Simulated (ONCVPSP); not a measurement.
# tin: ONCV pseudisation with LDA (Perdew-Wang 92), scalar-relativistic reference atom.

Sn (Z = 50), optimised norm-conserving Vanderbilt (ONCV), made with ONCVPSP 4.0.1 (LDA (Perdew-Wang 92), scalar-relativistic). Core [Kr] 4d10, reference 5s2 5p0.5 (charge +1.5). Waves: 5s: rc 1.50 bohr, ncon 4, nbas 9, qcut 5 1/bohr, 1 projector; 5p: rc 2.45 bohr, ncon 3, nbas 7, qcut 4.1 1/bohr, 1 projector; d scattering state at 0.02 Ha: rc 1.90 bohr, ncon 4, nbas 6, qcut 5 1/bohr, 1 projector. Local part: polynomial inside 1.40 bohr (lpopt 5, dvloc0 4 Ha). Core correction: polynomial model core, fcfact 0.75.

All-electron outer shells of the reference configuration (LDA (PZ), scalar-relativistic, ld1.x):

```json
{"shell": "4p", "level (eV)": "-102.22", "outermost node (bohr)": "0.41", "outermost maximum (bohr)": "0.79"}
{"shell": "4d", "level (eV)": "-38.50", "outermost node (bohr)": "0.39", "outermost maximum (bohr)": "0.88"}
{"shell": "5s", "level (eV)": "-22.25", "outermost node (bohr)": "0.98", "outermost maximum (bohr)": "1.97"}
{"shell": "5p", "level (eV)": "-14.24", "outermost node (bohr)": "1.08", "outermost maximum (bohr)": "2.34"}
```

Problem. Does the generator finish with these settings?

Solution. No. ONCVPSP 4.0.1 stopped with "optimize: ERROR ps0norm > uunorm, code will stop": the continuity conditions at rc already need more norm inside rc than the all-electron wave has, so norm conservation cannot be met. It happened in the s channel.
